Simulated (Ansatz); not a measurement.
Cost and result for the atomization energy of C₄H₂F₈ (`FCC(F)(C(F)(F)F)C(F)(F)F`) (14 atoms, 13 bonds).

| atom | x (Å) | y (Å) | z (Å) |
| --- | --- | --- | --- |
| F1 | -1.066 | -1.619 | 1.394 |
| C2 | 0.017 | -0.804 | 1.219 |
| C3 | -0.268 | 0.243 | 0.152 |
| F4 | -1.189 | 1.139 | 0.611 |
| C5 | -0.848 | -0.387 | -1.141 |
| F6 | -0.158 | -1.479 | -1.470 |
| F7 | -2.114 | -0.724 | -0.957 |
| F8 | -0.794 | 0.461 | -2.165 |
| C9 | 1.028 | 1.039 | -0.130 |
| F10 | 0.788 | 2.145 | -0.812 |
| F11 | 1.601 | 1.388 | 1.025 |
| F12 | 1.899 | 0.294 | -0.810 |
| H13 | 0.877 | -1.410 | 0.926 |
| H14 | 0.225 | -0.287 | 2.157 |

Charge 0, multiplicity 1. Geometry: relaxed with PBE0-D4/def2-TZVP. It is one conformer, not always the lowest. Program: Ansatz. All runs use 4 threads of an AMD EPYC 7R13 on a shared host and a share of an NVIDIA H100 80 GB. Times are those of one run each, without the atoms' runs, and a repeat can differ threefold. Electronic energies, without spin–orbit coupling; frozen cores. CCSD(T)/CBS adds CCSD(T) − MP2 in def2-TZVPP to the MP2 limit, and its time is that of the two runs behind it. T1 = 0.012.

CCSD(T)/CBS is a level of theory with its own doubt, some kJ/mol a heavy atom from the limit and from the frozen cores, so smaller differences don't rank the functionals.

| level | functions | wall time |
| --- | --- | --- |
| revPBE-D4/def2-TZVPP | 400 | 2.1 s |
| BLYP-D4/def2-TZVPP | 400 | 2.4 s |
| LDA (SPW92)/def2-TZVPP | 400 | 2.5 s |
| BHLYP-D4/def2-TZVPP | 400 | 2.9 s |
| B97M-V/def2-TZVPP | 400 | 3.1 s |
| r2SCAN-D4/def2-TZVPP (with forces) | 400 | 3.1 s |
| CAM-B3LYP-D4/def2-TZVPP | 400 | 3.1 s |
| CCSD(T)/def2-SVP | 178 | 3.4 s |
| PBE-QIDH/def2-TZVPP | 400 | 3.5 s |
| ωB97M-V/def2-TZVPP (with forces) | 400 | 4.7 s |
| MP2/def2-QZVPP | 744 | 6 s |
| CCSD(T)/def2-TZVPP | 400 | 38 s |
| CCSD(T)/CBS(def2) | – | 44 s |

(1) What atomization energy does each give, and how far from CCSD(T)/CBS? (Estimate.)

Answers

(1) Ansatz gave: 
| level | atomization (kJ/mol) | difference from CCSD(T)/CBS | per bond |
| --- | --- | --- | --- |
| revPBE-D4/def2-TZVPP | 5874.9 | 49.8 | 3.8 |
| BLYP-D4/def2-TZVPP | 5853.7 | 28.6 | 2.2 |
| LDA (SPW92)/def2-TZVPP | 7173.1 | 1348.0 | 103.7 |
| BHLYP-D4/def2-TZVPP | 5457.5 | -367.6 | -28.3 |
| B97M-V/def2-TZVPP | 5838.0 | 12.9 | 1.0 |
| r2SCAN-D4/def2-TZVPP (with forces) | 5893.4 | 68.3 | 5.3 |
| CAM-B3LYP-D4/def2-TZVPP | 5877.0 | 51.9 | 4.0 |
| CCSD(T)/def2-SVP | 5575.7 | -249.4 | -19.2 |
| PBE-QIDH/def2-TZVPP | 5807.0 | -18.1 | -1.4 |
| ωB97M-V/def2-TZVPP (with forces) | 5868.4 | 43.3 | 3.3 |
| MP2/def2-QZVPP | 6043.8 | 218.7 | 16.8 |
| CCSD(T)/def2-TZVPP | 5661.3 | -163.8 | -12.6 |
| CCSD(T)/CBS(def2) | 5825.1 | 0.0 | 0.0 |

The D4 term adds +56.2 kJ/mol with B3LYP and +30.0 kJ/mol with PBE0; it sums over pairs of atoms, weighted by their polarisabilities, and B3LYP, whose exchange is more repulsive, gets the larger term. At CCSD(T), def2-SVP lies −249.4 kJ/mol from the extrapolated value and def2-TZVPP −163.8 kJ/mol: correlation converges slowly with the basis, and small sets miss more of it in the bonded molecule than in its fragments. In def2-TZVPP, CCSD(T) changes the Hartree–Fock value by +1726.0 kJ/mol (the triples alone add +136.3 kJ/mol) and MP2 by +2012.1 kJ/mol; breaking electron pairs costs correlation energy, which Hartree–Fock lacks.

B3LYP here is the variant with VWN-RPA as its local correlation; programs differ in this.
